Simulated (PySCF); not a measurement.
Polarisability and C₆ of S⁺ (sulfur, charge +1)

[Ne] 3s2 3p3, high-spin 4S determinant. Computed with PySCF 2.14 in aug-cc-pCVTZ-DK with one added diffuse shell each of s, p, d, f type (9s8p6d4f, 91 functions), with scalar relativity by spin-free X2C-1e. Coupled (time-dependent) response in atomic units; α is the mean over directions.

```tsv
method	mean α (bohr³)	C₆ (like pair)	S(−4)
UHF	10.89	53.65	33.99
PBE	10.99	54.26	33.82
PBE0	10.86	53.42	32.75
BP86	11.00	54.33	33.65
PW91	10.95	53.98	33.61
```

S(−4) is the Cauchy moment in α(ω) = α(0) + S(−4) ω² + …

α(iu) at PBE:

| u (hartree) | α(iu) (bohr³) |
| --- | --- |
| 0 | 10.99 |
| 0.0500 | 10.91 |
| 0.100 | 10.67 |
| 0.200 | 9.806 |
| 0.300 | 8.669 |
| 0.500 | 6.388 |
| 0.750 | 4.286 |
| 1.00 | 2.973 |
| 1.50 | 1.628 |
| 2.00 | 1.024 |
| 3.00 | 0.5253 |
| 5.00 | 0.2316 |

For an ion, C₆ is the dispersion term alone; charge-induced terms of lower order in 1/R come first.
